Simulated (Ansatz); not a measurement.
Ansatz (an electronic-structure program) input (wB97X-V/def2-TZVP):

Ansatz 0.2 input:
```yaml
crystal:
  periodic: [false, false, false]
  atoms:
    - {symbol: In, position_ang: [-0.00000000, -0.00000000, -0.03605115]}
    - {symbol: H, position_ang: [0.00000000, 0.00000000, 1.76650620]}
basis:
  gaussian:
    orbitals: def2-TZVP
hamiltonian:
  xc: {name: wB97X-V}
magnetization: {spin_polarized: true, initial_magnetization: 2}
relax: {f_tol: 0.003, max_steps: 100}
```

Output:

```
Functional definition: wB97X-V
integrals: 0.02 GiB planned
496 factors; their error is unknown
integrals: 0.05 GiB planned
149 factors; integrals over basis functions are off by at most 1.4e-5 eV
mean field: 0.24 GiB planned
mean field evaluation 1: about -5186.3505 eV, gradient 5.6e0 eV
mean field evaluation 2: about -5186.5884 eV, gradient 3.5e0 eV
mean field evaluation 4: about -5186.6586 eV, gradient 2.8e-1 eV
mean field evaluation 8: about -5186.6961 eV, gradient 3.4e-2 eV
mean field evaluation 16: about -5186.6962 eV, gradient 1.2e-5 eV
mean field -5186.69618690 eV, -190.6075691998 hartree, gradient 1.2e-5 eV, S^2 2.011121; 0 other end points of the search recorded, 0 dependent functions left out
the calculation of the forces begins
reference -5186.69618923 eV, -190.6075692851 hartree; 12, 10 occupied and 44, 46 virtual orbitals, 496 factors
relax step   1: F+E_penalty+E_count = -5186.69618690 eV  Δ(F+E_penalty+E_count) = +0.000e0 eV  max|allowed force component| = 3.354e-1 eV/Å  Δτ_max = 0.0000 Å  (31 SCF iters, accepted)
these checks for a lower state are left out or cut short: starts, cluster_reference, orbital_swaps, neighbouring_geometries, increment
integrals: 0.02 GiB planned
496 factors; their error is unknown
integrals: 0.05 GiB planned
149 factors; integrals over basis functions are off by at most 1.4e-5 eV
mean field: 0.24 GiB planned
mean field -5186.70301149 eV, -190.6078199985 hartree, gradient 7.1e-6 eV, S^2 2.009177; 0 other end points of the search recorded, 0 dependent functions left out
the calculation of the forces begins
reference -5186.70301383 eV, -190.6078200848 hartree; 12, 10 occupied and 44, 46 virtual orbitals, 496 factors
relax step   2: F+E_penalty+E_count = -5186.70301149 eV  Δ(F+E_penalty+E_count) = -6.825e-3 eV  max|allowed force component| = 1.320e-1 eV/Å  Δτ_max = 0.0297 Å  (36 SCF iters, accepted)
these checks for a lower state are left out or cut short: starts, cluster_reference, orbital_swaps, neighbouring_geometries, increment
integrals: 0.02 GiB planned
496 factors; their error is unknown
integrals: 0.05 GiB planned
149 factors; integrals over basis functions are off by at most 1.4e-5 eV
mean field: 0.24 GiB planned
mean field evaluation 32: about -5186.7040 eV, gradient 1.5e-5 eV
mean field -5186.70397971 eV, -190.6078555800 hartree, gradient 1.5e-5 eV, S^2 2.009626; 0 other end points of the search recorded, 0 dependent functions left out
the calculation of the forces begins
reference -5186.70398205 eV, -190.6078556661 hartree; 12, 10 occupied and 44, 46 virtual orbitals, 496 factors
relax step   3: F+E_penalty+E_count = -5186.70397971 eV  Δ(F+E_penalty+E_count) = -9.682e-4 eV  max|allowed force component| = 1.860e-3 eV/Å  Δτ_max = 0.0073 Å  (35 SCF iters, accepted)
integrals: 0.02 GiB planned
496 factors; their error is unknown
integrals: 0.05 GiB planned
149 factors; integrals over basis functions are off by at most 1.4e-5 eV
mean field: 0.24 GiB planned
mean field -5186.70397971 eV, -190.6078555800 hartree, gradient 1.3e-5 eV, S^2 2.009626; 1 other end points of the search recorded, 0 dependent functions left out
the calculation of the forces begins
reference -5186.70398205 eV, -190.6078556661 hartree; 12, 10 occupied and 44, 46 virtual orbitals, 496 factors
Total energy: -5186.70398205 eV, -190.6078556661 hartree
Atom 0 at    -0.000000     0.000000    -0.013671 Å, force    -0.000000     0.000000    -0.001860 eV/Å
Atom 1 at     0.000000    -0.000000     1.744126 Å, force    -0.000000     0.000000     0.001860 eV/Å
Dipole moment:    -0.000000     0.000000    -0.089950 e Å
```

This is an excited triplet: at this geometry the singlet lies 1.95 eV lower at CCSD(T)/CBS(def2-TZVPPD,def2-QZVPPD).
